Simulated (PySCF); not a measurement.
This PySCF input asks for the NMR shieldings of C$_{7}$H$_{12}$BNO; the geometry comes from GFN2-xTB.

```python
import basis_set_exchange as bse
import numpy as np
from pyscf import gto, dft
from pyscf.prop import nmr

atoms = """
O     2.126502    0.129480    1.958758
B     1.508645   -0.025604    0.788446
C    -0.081868   -0.057226    0.651835
C    -0.684276    1.334687    0.376228
C    -2.129766    1.047494   -0.049558
C    -2.130214   -0.392859   -0.594984
C    -0.677239   -0.872841   -0.501473
C     2.473377   -0.140522   -0.494847
C     2.475013   -1.484796   -0.998234
N     2.471035   -2.560240   -1.389364
H     1.589279    0.192221    2.750071
H    -0.535635   -0.424032    1.582604
H    -0.633207    1.991825    1.244329
H    -0.140171    1.811307   -0.441188
H    -2.468752    1.764311   -0.796389
H    -2.796349    1.126729    0.809476
H    -2.773884   -1.027434    0.014707
H    -2.496569   -0.438933   -1.619244
H    -0.603041   -1.945520   -0.331133
H    -0.149204   -0.645949   -1.427892
H     3.500336    0.119353   -0.230409
H     2.145581    0.517935   -1.302588
"""
names = dict.fromkeys(["O", "B", "C", "N", "H"], "pcSseg-1")
basis = {el: gto.basis.parse(bse.get_basis(n, elements=[el], fmt="nwchem")) for el, n in names.items()}
mol = gto.M(atom=atoms, basis=basis, charge=0, verbose=0)
mf = dft.RKS(mol, xc="PBE0")
mf.grids.level = 2
mf.grids.alignment = dft.numint.BLKSIZE   # the property module wants whole blocks of grid points
mf.conv_tol = 1e-9
mf.kernel()

calc = nmr.RKS(mf)   # GIAO
C = mf.mo_coeff
Co = C[:, mf.mo_occ > 0]
resp = mf.gen_response(singlet=True, hermi=2)
def vind(x):   # induced exchange potential for any number of trial vectors
    d = np.einsum("pi,xij,qj->xpq", C, 2 * x.reshape(-1, C.shape[1], Co.shape[1]), Co, optimize=True)
    return np.einsum("xpq,pi,qj->xij", resp(d - d.transpose(0, 2, 1)), C, Co, optimize=True).ravel()
mo1, _ = nmr.rhf.solve_mo1(calc, with_cphf=vind)
sigma = calc.kernel(mo1)
for i, s in enumerate(sigma):   # ppm
    w = np.linalg.eigvalsh((s + s.T) / 2)
    print("%2d %-2s iso %8.1f  s11 %8.1f  s22 %8.1f  s33 %8.1f" % (i, mol.atom_pure_symbol(i), w.mean(), *w))
```

Question: What are the results?

Answer: 
```
 0 O  iso    143.3  s11     -5.2  s22    161.0  s33    274.2
 1 B  iso     52.0  s11      7.3  s22     52.8  s33     95.9
 2 C  iso    147.2  s11    130.2  s22    146.8  s33    164.6
 3 C  iso    154.2  s11    125.6  s22    164.1  s33    173.0
 4 C  iso    159.1  s11    128.2  s22    171.4  s33    177.6
 5 C  iso    159.4  s11    129.6  s22    171.1  s33    177.4
 6 C  iso    151.4  s11    124.6  s22    162.0  s33    167.5
 7 C  iso    181.2  s11    167.1  s22    184.7  s33    191.8
 8 C  iso     65.1  s11    -50.6  s22    -44.9  s33    290.9
 9 N  iso    -28.7  s11   -199.8  s22   -189.7  s33    303.5
10 H  iso     25.8  s11     21.2  s22     23.8  s33     32.3
11 H  iso     31.0  s11     27.7  s22     29.0  s33     36.4
12 H  iso     30.1  s11     24.7  s22     28.7  s33     37.1
13 H  iso     30.6  s11     25.4  s22     30.1  s33     36.3
14 H  iso     29.8  s11     24.8  s22     27.4  s33     37.2
15 H  iso     30.0  s11     24.6  s22     27.9  s33     37.7
16 H  iso     30.1  s11     24.7  s22     28.0  s33     37.5
17 H  iso     29.8  s11     24.7  s22     27.6  s33     37.1
18 H  iso     29.5  s11     24.3  s22     28.3  s33     35.8
19 H  iso     30.2  s11     24.2  s22     29.6  s33     36.8
20 H  iso     30.0  s11     25.2  s22     28.2  s33     36.5
21 H  iso     29.8  s11     26.5  s22     28.8  s33     34.2
```

These numbers come from an equivalent density-fitted implementation of the same equations, which agrees with the script to about 0.01 ppm for H and up to a few tenths of a ppm for heavy atoms, so last digits may differ.

Size and cost of the density-fitted run: 230 basis functions, 76 s wall time on 1 thread of an Intel Xeon, shared host; peak memory 1.1 GiB.
